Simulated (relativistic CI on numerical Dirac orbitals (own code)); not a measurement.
# d1 to d9 in one octahedral field

Computed with a parametric ligand-field model without spin-orbit coupling, by exact diagonalisation: B = 650, C = 3050, 10Dq = 17000 cm⁻¹ (Oh; |10Dq|/B = 26.2) for every shell. Energies in cm⁻¹; the field energy is (0.6 n_e − 0.4 n_t2) × 10Dq of the ground term; g labels are left out.

```tsv
Shell	Ground term	Electrons in e	Field energy	First spin-allowed bands	Lowest term of other spin
d1	2T2	0.000	-6800	2E 17000	
d2	3T1	0.027	-13144	3T2 15697, 3T1 24145	1T2 10343
d3	4A2	0.000	-20400	4T2 17000, 4T1 23571	2E 13977
d4	5E	1.000	-10200	5T2 17000	3T1 989
d5	6A1	2.000	0	none	2T2 4008
d6	?	?	?	?	?
d7	2E	1.044	-29857	2T1 14998, 2T2 15644	4T1 2714
d8	3A2	2.000	-20400	3T2 17000, 3T1 23571	1E 11154
d9	2E	3.000	-10200	2T2 17000
```

Fill in the row of d6.

Ground term: 1A1; Electrons in e: 0.058; Field energy: -39811; First spin-allowed bands: 1T1 15149, 1T2 23164; Lowest term of other spin: 5T2 8211. Low spin: d6, d7; the other shells keep the spin of the free ion. Only d4 to d7 can choose; the field needed to pair spins is smallest for d6 and largest for d5, which loses most exchange energy. In the strong-field picture 10Dq must exceed about 6B + 5C = 19150 (d4), 7.5B + 5C = 20125 (d5), 2.5B + 4C = 13825 (d6) and 4B + 4C = 14800 (d7); mixing of terms shifts these bounds somewhat.
